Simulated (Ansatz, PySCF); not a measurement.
Gas-phase reaction (SMILES): F[SiH2][SiH3] + 2 [H][H] (H2) -> F (HF) + 2 [SiH4] (SiH4); energy of full hydrogenation.

Each molecule is optimised on its own at B3LYP-D3(BJ)/def2-TZVP (Ansatz, a first-principles code). Cores are frozen in the correlated levels unless marked. Spin-orbit coupling is left out. No relativistic terms. CBS(X,Y): correlation extrapolated as X^-3; Hartree-Fock from the larger set. Thermal terms are rigid-rotor harmonic-oscillator values from B3LYP-D3(BJ) frequencies (PySCF) at 298.15 K and 1 atm. 1 Eh = 627.5095 kcal/mol.

| species | E, CCSD(T)/CBS(cc-pV(T+d)Z,cc-pV(Q+d)Z) (Ansatz) (Eh) | E, PBE-D3(BJ)/def2-TZVPD (Ansatz + dftd3) (Eh) | H - E (Eh) | G - E (Eh) |
|---|---|---|---|---|
| F[SiH2][SiH3] | -680.98991 | -681.54112 | 0.05097 | 0.01566 |
| [H][H] (H2) | -1.17450 | -1.16598 | 0.01336 | -0.00144 |
| F (HF) | -100.39146 | -100.39533 | 0.01259 | -0.00713 |
| [SiH4] (SiH4) | -291.45815 | -291.72290 | 0.03520 | 0.01198 |

Work out ΔE and ΔH, ΔG, ΔS and the equilibrium constant at 298.15 K at the first level, then ΔH at the second.


1. ΔE = [(-100.39146) + 2×(-291.45815)] - [(-680.98991) + 2×(-1.17450)] = 0.03115 Eh = 19.5 kcal/mol at CCSD(T)/CBS(cc-pV(T+d)Z,cc-pV(Q+d)Z).
2. The terms H - E add up to 0.00530 Eh, so ΔH = (0.03115 + (0.00530))×627.5095 = 22.9 kcal/mol.
3. The terms G - E add up to 0.00405 Eh, so ΔG = 22.1 kcal/mol, and ΔS = (0.00530 - (0.00405))×627509.5/298.15 = 2.6 cal/(mol K).
4. log10 K = -ΔG/(RT ln 10) = -16.2, with RT ln 10 = 1.3642 kcal/mol.
5. At PBE-D3(BJ)/def2-TZVPD the same steps give ΔE = 20.0 and ΔH = 23.4 kcal/mol, a shift of +0.5 from the first level.
6. These values are not checked against measurement here, since the tables used lack a sound gas-phase enthalpy of formation for at least one species.
